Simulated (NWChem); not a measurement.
Molecule: SnHOCl, singlet; SMILES [OH][Sn][Cl]

```xyz
4

Sn     0.3378     0.4703     0.0000
Cl    -0.1274    -1.8934     0.0000
O     -1.5659     1.0450     0.0000
H     -2.1953     0.3108     0.0000
```
Atoms are numbered in this order, from 1.

Low-valent species are run as closed-shell singlets; no triplet was tried in these runs. Coordinates come from a PBE0/def2-SVP optimisation. def2 effective core potentials on Sn; no spin-orbit coupling.

Symmetry labels are those of Cs in the frame above (b1 and b2, or b-type labels, depend on it).

Problem. List the 6 lowest vertical singlet excitations from PBE/def2-SVPD with def2 effective core potentials on Sn, full TDDFT (NWChem).

Solution. 
```json
[
 {"state": "S1", "energy (eV)": "3.83", "oscillator strength": "0.010", "symmetry": "a\"", "leading excitation (squared amplitude)": "HOMO → LUMO (0.85)"},
 {"state": "S2", "energy (eV)": "4.49", "oscillator strength": "0.019", "symmetry": "a'", "leading excitation (squared amplitude)": "HOMO−1 → LUMO (0.89)"},
 {"state": "S3", "energy (eV)": "4.55", "oscillator strength": "0.035", "symmetry": "a\"", "leading excitation (squared amplitude)": "HOMO−2 → LUMO (0.84)"},
 {"state": "S4", "energy (eV)": "4.93", "oscillator strength": "0.003", "symmetry": "a\"", "leading excitation (squared amplitude)": "HOMO−4 → LUMO (0.99)"},
 {"state": "S5", "energy (eV)": "5.16", "oscillator strength": "0.014", "symmetry": "a'", "leading excitation (squared amplitude)": "HOMO−3 → LUMO (0.86)"},
 {"state": "S6", "energy (eV)": "5.76", "oscillator strength": "0.048", "symmetry": "a'", "leading excitation (squared amplitude)": "HOMO → LUMO+1 (0.73)"}
]
```
